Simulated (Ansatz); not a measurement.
## C4H12Ge (SMILES CC(C)C[GeH3]): the vertical ionisation energy from total energies

C4H12Ge has 17 atoms, charge 0, and is taken as a singlet. SMILES: `CC(C)C[GeH3]`. Geometry: relaxed at PBE0-D4/def2-TZVP. This is one conformer, not always the lowest.

```xyz
17

C    -1.0653    0.0170    1.1524
C     0.3405   -0.1223    0.5863
C     1.0254   -1.3591    1.1528
C     0.3399   -0.1647   -0.9407
Ge   -0.3578    1.4422   -1.8252
H    -1.5527    0.9373    0.8205
H    -1.0492    0.0267    2.2449
H    -1.6932   -0.8222    0.8358
H     0.9197    0.7559    0.9006
H     0.4795   -2.2649    0.8702
H     2.0471   -1.4557    0.7772
H     1.0692   -1.3239    2.2448
H     1.3593   -0.3106   -1.3113
H    -0.2434   -1.0234   -1.2918
H     0.0409    1.4372   -3.3126
H    -1.8929    1.5289   -1.7427
H     0.2329    2.7018   -1.1613
```

Both states at this one shape; open shells run unrestricted unless said. 1 Eh = 27.2114 eV.

| level | program | singlet C4H12Ge (Eh) | doublet C4H12Ge+ (Eh) |
| --- | --- | --- | --- |
| BLYP/6-31G* (spherical functions) | Ansatz | -2236.280854 | -2235.930264 |
| MP2/6-31G* (spherical functions), 13 core orbitals frozen | Ansatz | -2234.294861 | -2233.921409 |

Q: Work out the vertical ionisation energy at each level.

A: 
1. BLYP/6-31G* (spherical functions): -2235.930264 − (-2236.280854) = 0.350590 Eh = 9.54 eV.
2. MP2/6-31G* (spherical functions): -2233.921409 − (-2234.294861) = 0.373452 Eh = 10.16 eV.

No measured value is set beside it here; the levels span 9.54 to 10.16 eV. All-electron rows are non-relativistic unless named.
